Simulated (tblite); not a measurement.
Species: C6H13N (charge +1 and doublet state).
SMILES with atom numbers: `[CH2:1]1[CH2:2][CH2:3][CH2:4][NH+:5][CH2:6][CH2:7]1` (hydrogens: H8, H9 on C1; H10, H11 on C2; H12, H13 on C3; H14, H15 on C4; H16 on N5; H17, H18 on C6; H19, H20 on C7)

Computed geometry: GFN2-xTB, gas phase. This method treats the open shell by occupation alone, without spin polarisation.

List the bond lengths, angles and torsions at this level.

```tsv
bond	length (Å)	order
C1–C2	1.540	single
C2–C3	1.517	single
C3–C4, C6–C7	1.567	single
C4–N5, N5–C6	1.402	single
C1–C7	1.526	single
C1–H8 and 3 like bonds	1.091	single
C3–H12 and 3 like bonds	1.090	single
C4–H14 and 3 like bonds	1.092	single
N5–H16	1.014	single
```

Bonds in one row agree within 0.01 Å and their mean is given. Orders are formal, as drawn. A selection of angles:
```tsv
angle	degrees
C2–C1–C7	115.6
C2–C1–H8	108.4
C7–C1–H8	110.2
C7–C1–H9	107.1
H8–C1–H9	106.8
C1–C2–C3	113.3
C1–C2–H10	111.2
C3–C2–H10	111.2
C2–C3–C4	114.3
C2–C3–H12	109.9
C4–C3–H12	108.9
C4–C3–H13	104.9
H12–C3–H13	108.7
C3–C4–N5	110.3
C3–C4–H14	108.0
N5–C4–H14	109.5
H14–C4–H15	110.4
C4–N5–C6	121.0
C4–N5–H16	117.8
N5–C6–C7	111.9
C7–C6–H17	110.1
C7–C6–H18	106.3
C1–C7–C6	115.2
H19–C7–H20	108.4
```

Torsions: C7–C1–C2–C3 84° (synclinal); C1–C2–C3–C4 -74° (synclinal); C2–C3–C4–N5 53° (synclinal); C3–C4–N5–C6 -77° (synclinal); C4–N5–C6–C7 96° (anticlinal); N5–C6–C7–C1 -42° (synclinal); C2–C1–C7–C6 -31° (synclinal). The mirror-image conformer, all signs reversed, is as good.

Of the pairs four or more bonds apart, H14···H17 is among the closest relative to their van der Waals radii: 2.26 Å, 94 % of the sum of Bondi's values. N5 (nitrogen bonded to 2 C and H) has angles 121.0°, 117.8° and 117.1°, sum 356.0°, 0.15 Å off the plane of its three neighbours. The C–C distances run from 1.517 Å (C2–C3, drawn single) to 1.568 Å (C3–C4, drawn single), a spread of 0.051 Å. The 7-membered ring C1–C2–C3–C4–N5–C6–C7 has internal angles of 110.3° to 121.0° (sum 802°, against 900° for a flat polygon); it is puckered, 0.31 Å rms from its mean plane, widest ring torsion 96°.

Point group: C1 (no symmetry element, even within 0.4 Å). Its GFN2-xTB frequencies are all real (lowest 104 cm⁻¹).
